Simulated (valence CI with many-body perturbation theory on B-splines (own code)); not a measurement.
**Questions on Cd40+**

Computed by relativistic CI+MBPT: six valence electrons over a frozen Dirac-Fock core [He], a basis of 9 s, 9 p, 8 d, 6 f, 3 g, 1 h functions for each j, with the one-electron correlation potential Σ1, the two-electron term Σ2, the three-electron term Σ3, Breit, model QED; selected CI, second order for the rest, scaled by the run's own slope (own B-spline code, finite nucleus).

No measured spectrum was set against this ion. As an estimate, large intervals hold to a few tenths of a per cent, small ones and those within an open d or f shell to about a per cent. Among the levels kept, up to 2200 cm⁻¹ of a level comes from second order outside the variational space, and about a tenth of that is noise between levels of different J, which matters for small intervals.

Levels are named by their leading jj configuration (3d3/2^4 stands for four electrons in 3d with j = 3/2), which in mixed levels can hold well under half, so a name can repeat and another be missing.

Rates and lifetimes use the calculated energies. Strong lines usually hold to 10 to 20 %, long lifetimes can be off by a factor of two.

Q: What is the ground level?

A: (2s^2 2p1/2^2 2p3/2^2) J=2, composition 72 % 2s2 2p4 3P + 28 % 2s2 2p4 1D, g = 1.346.

Q: What is the ionisation energy?

A: 6253.8 eV; NIST lists 6257 ± 12 eV (semi-empirical).

Q: What are the static dipole polarisabilities of the lowest levels?

A: (2s^2 2p1/2^2 2p3/2^2) J=2 0.000552 (tensor 4.2e-05); (2s^2 2p1/2^2 2p3/2^2) J=0 0.000510; (2s^2 2p1/2 2p3/2^3) J=1 0.000703 (tensor -8.5e-05) bohr³, of which the core gives 1.53e-06.

Q: Where does the other parity begin?

A: At (2s 2p1/2^2 2p3/2^3) J=2, 419.3 eV.

Q: How well does LS coupling describe the low levels?

A: Among the lowest 20 levels the leading LS term, summed over configurations, holds 60 % on average. For single configurations the figures are 60 % in LS and 98 % in jj coupling. Terms mix most in the J = 2 level at 3512.8 eV, where the leading one holds 24 %.

Q: Name the longest-lived excited levels whose lifetime is computed, and their main decay.

A: (2s^2 2p1/2^2 2p3/2^2) J=0 at 31.8 eV lives 48.6 ms, mostly by E2 to (2s^2 2p1/2^2 2p3/2^2) J=2; (2s^2 2p1/2 2p3/2^3) J=2 at 211.8 eV lives 24.8 ns, mostly by M1 to (2s^2 2p1/2^2 2p3/2^2) J=2; (2s^2 2p1/2 2p3/2^3) J=1 at 196.4 eV lives 12.4 ns, mostly by M1 to (2s^2 2p1/2^2 2p3/2^2) J=2.

Q: Among levels below 3883.7 eV, which E1 lines absorb most strongly from the ground level?

A: to (2s^2 2p1/2^2 2p3/2 3d5/2) J=3 at 0.3373 nm, f = 0.686; to (2s^2 2p1/2 2p3/2^2 3d3/2) J=3 at 0.3217 nm, f = 0.576; to (2s^2 2p1/2 2p3/2^2 3d3/2) J=2 at 0.3218 nm, f = 0.259.
